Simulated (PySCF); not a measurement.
Computed IR spectrum (relative IR intensity) of a molecule C2H4ClFSi2. Geometry: PBE-D3(BJ)/def2-SVP. Other conformers were not sampled. These are PBE-D3(BJ)/def2-SVP (PySCF) values and carry that method's errors. Frequencies are harmonic and unscaled.

Lines under 2 % of the strongest are left out, and lines within 2 cm⁻¹ are merged.

| ν (cm⁻¹) | relative intensity |
|---|---|
| 240 | 3.6 |
| 332 | 13 |
| 396 | 3.0 |
| 460 | 8.9 |
| 549 | 18 |
| 637 | 7.1 |
| 694 | 7.3 |
| 704 | 9.5 |
| 746 | 100 |
| 765 | 18 |
| 789 | 11 |
| 878 | 45 |
| 888 | 20 |
| 2084 | 9.7 |
| 2159 | 15 |
| 2167 | 21 |
| 2177 | 47 |
| 3390 | 19 |

Q: Which structure fits?
(A) F[Si@]1(Cl)C=C[SiH2]1
(B) FC1=C(Cl)[SiH2][SiH2]1
(C) C#C[Si@H](F)[SiH2]Cl
(D) C#C[SiH2][Si@H](F)Cl

A: D, C#C[SiH2][Si@H](F)Cl
